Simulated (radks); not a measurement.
Values are calculated unless marked as measured or tabulated.
Task: Tc, 43 electrons, occupied as [Kr] 4d5 5s2. Level of theory: Dirac Kohn-Sham, PBE, spin-unpolarised, spherical densities, point nucleus; open shells fill j = l - 1/2 first (a radial shooting solver on a logarithmic mesh with Libxc functionals). Some entries of the table are withheld. Estimate them.

orbital,occ.,eigenvalue (hartree),<r> (bohr)
1s1/2,2,-766.5199,(1)
2s1/2,2,-109.3317,0.1492
2p1/2,2,(2),0.1271
2p3/2,4,(3),0.1318
3s1/2,2,-19.04101,0.4152
3p1/2,2,(4),(5)
3p3/2,4,(6),(7)
3d3/2,4,-9.25361,(8)
3d5/2,6,-9.11393,(9)
4s1/2,2,-2.69087,1.058
4p1/2,2,-1.73571,1.152
4p3/2,4,-1.62751,1.183
4d3/2,4,-0.24854,1.714
4d5/2,1,-0.23808,1.737
5s1/2,2,(10),3.305

Result: 
(1) 1s1/2 <r> (bohr): 0.03428
(2) 2p1/2 eigenvalue (hartree): -100.8137
(3) 2p3/2 eigenvalue (hartree): -96.46801
(4) 3p1/2 eigenvalue (hartree): -15.76810
(5) 3p1/2 <r> (bohr): 0.4090
(6) 3p3/2 eigenvalue (hartree): -15.04142
(7) 3p3/2 <r> (bohr): 0.4196
(8) 3d3/2 <r> (bohr): 0.3970
(9) 3d5/2 <r> (bohr): 0.4005
(10) 5s1/2 eigenvalue (hartree): -0.18474
